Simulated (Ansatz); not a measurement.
`F/C=C/C=C(F)F`. The species carries charge 0 and has multiplicity 1. All single points use the PBE0-D4/def2-TZVP geometry. It is one conformer, not always the lowest.

```xyz
10

F     2.409   -0.686   -1.623
C     1.125   -0.708   -1.259
C     0.685   -0.009   -0.221
C    -0.698   -0.020    0.188
C    -1.161    0.669    1.220
F    -0.439    1.443    1.997
F    -2.414    0.676    1.611
H     0.521   -1.344   -1.897
H     1.393    0.592    0.339
H    -1.422   -0.613   -0.356
```

(1) What is the dipole moment at ωB97M-V/def2-TZVPP? (Best estimate.)

(2) And with PBE, r2SCAN, B3LYP? (Estimate.)

(3) Give the Mulliken charges with ωB97M-V, r2SCAN, B3LYP in def2-TZVPP. (An estimate is asked.)

## Answers

(1) Ansatz gave: 1.20 D, with components (-0.86, -0.63, -0.55) D in this frame, pointing from negative to positive charge.

(2) Ansatz gave: PBE 1.08 D, r2SCAN 1.13 D, B3LYP 1.21 D.

(3) Computed: 
```tsv
atom	ωB97M-V	r2SCAN	B3LYP
F1	-0.19	-0.19	-0.19
C2	0.08	0.12	0.09
C3	-0.08	-0.09	-0.09
C4	-0.17	-0.18	-0.20
C5	0.37	0.41	0.40
F6	-0.16	-0.16	-0.17
F7	-0.16	-0.16	-0.16
H8	0.09	0.08	0.10
H9	0.11	0.09	0.12
H10	0.10	0.09	0.11
```

B3LYP here is the variant with VWN-RPA as its local correlation; programs differ in this.
